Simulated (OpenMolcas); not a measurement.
# Ge I: from CASSCF to CASPT2

```json
{"Program": "OpenMolcas 26.06", "Basis": "ANO-RCC-VDZP [5s4p2d]", "Scalar Hamiltonian": "DKH2, point nucleus", "Active space": "4 electrons in 4 orbitals (4s 4p)", "State averaging": "2S+1 = 3 even, 3 roots; 2S+1 = 1 even, 6 roots; 2S+1 = 5 odd, 1 root; 2S+1 = 3 odd, 5 roots", "Spin-orbit coupling": "state interaction with AMFI integrals over the reference wave functions, term energies averaged over their components"}
```

Methods on the same reference wave functions:
A. CASSCF
B. SS-CASPT2, IPEA 0.25 Eh, imaginary shift 0.1 Eh (closed shells correlated: 3d)

Energies in cm-1 above 4s2 4p2 3P0, the measured ground level; measured values from NIST Handbook of Basic Atomic Spectroscopic Data.

| Level | A | B | Measured |
| --- | --- | --- | --- |
| 4s2 4p2 3P0 | 0.0 | 0.0 | 0.0 |
| 4s2 4p2 3P1 | 469 | 468 | 557 |
| 4s2 4p2 3P2 | 1227 | 1224 | 1410 |
| 4s2 4p2 1D2 | 9758 | 9350 | 7125 |
| 4s2 4p2 1S0 | 17506 | 17750 | 16367 |
| 4s 4p3 5S* 2 | 30452 | 33500 | 41927 |

Deviations, from unrounded energies. A percentage is the sum of absolute deviations over the sum of measured energies, with the sign that they share, or ± where signs differ.

```tsv
Against measurement	Levels	A	B
mean absolute deviation (cm-1)	5	3100	2500
fine structure of the ground term (%)	2	-13.8	-14.0
other terms of the ground configuration (%)	2	+16.0	+15.4
other configurations (%)	1	-27.4	-20.1
```

B lies closest to measurement on these levels. The largest miss of B in the table is 4s 4p3 5S* 2, by -8400 cm-1. The ranking rests on the paired levels alone, and a cruder setting can come out closer through cancelling errors.

From A to B the spin-free energies of the other terms of 4s2 4p2 shown, above 3P, scale by factors of 0.95 to 1.02.

The lowest spin-free term lies below A's lowest term by 0.185 hartree in B.

Terms of s pⁿ other than that of highest spin mix with s² pⁿ⁻² d, which this space lacks; all of them can be thousands of cm-1 off, and some have no real level of that name. Without dynamic correlation excited terms often stand tens of per cent too high (terms of higher spin than the ground term too low), and those without a measured partner can miss by more than the paired ones (holds for A). Some terms miss by over 15 % even with CASPT2, which points to a basis or an active space too small for the shells correlated (holds for B). Measured partners are found by configuration, term and J. A level has none where our copy of the source lacks it or the pairing is in doubt (some pairs that miss far off the trend of their configuration count as doubtful), and it then counts in no deviation. Levels of configurations outside the active space are missing. The table leaves out levels that lie high or whose names do not pair safely across all columns.

* marks odd parity.
